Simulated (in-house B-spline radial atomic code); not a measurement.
## Te IX (Te8+): [Kr] 4d8

Computed with an all-electron radial atomic-structure program (B-spline basis): Dirac-Kohn-Sham LDA VWN5, spherical fractional occupations, Fermi nucleus of rms radius 4.7423 fm.

Screening seen three ways: the hydrogenic charge with the same mean radius, Z_r = [3n² - l(l+1)]/(2<r>), the one with the same energy, Z_e = n√(-2ε), and Slater's rules. Values are occupation-weighted means over j. An effective charge above Z reflects the relativistic contraction of the inner shells.

```
shell  electrons   ε (eV)  <r> (bohr)    Z_r    Z_e  Slater
   1s          2   -31698     0.02784  53.89  48.27   51.70
   2s          2  -4969.1      0.1195  50.20  38.22   47.85
   2p          6  -4483.7      0.1046  47.82  36.31   47.85
   3s          2  -1089.3      0.3221  41.91  26.84   40.75
   3p          6  -930.54      0.3199  39.08  24.81   40.75
   3d         10   -686.4      0.2965  35.41  21.31   30.85
   4s          2  -284.72      0.7527  31.89  18.30   24.25
   4p          6  -234.21      0.8001  28.75  16.60   24.25
   4d          8  -158.67      0.9009  23.31  13.66   13.55
```

The least bound orbital is 4d5/2 at -158 eV, and it is also the most diffuse (<r> = 0.9045 bohr).

Spin-orbit splittings of the orbital energies (j = l + 1/2 above j = l - 1/2 when positive): 2p 274.1 eV, 3p 51.18 eV, 3d 10.73 eV, 4p 10.34 eV, 4d 1.709 eV.

For the 1s electron the small component carries 3.66 % of the norm, the zero-frequency Breit interaction raises the level by 76.75 eV, self-energy by 43.8 eV, and vacuum polarisation lowers it by 5.949 eV.

The density falls to 0.001 bohr⁻³ at 2.273 bohr; Σ<r²> = 15.252 bohr² gives, by the non-relativistic formula and without the paramagnetism of open shells, a Langevin diamagnetic susceptibility of -12.08×10⁻⁶ cm³/mol.
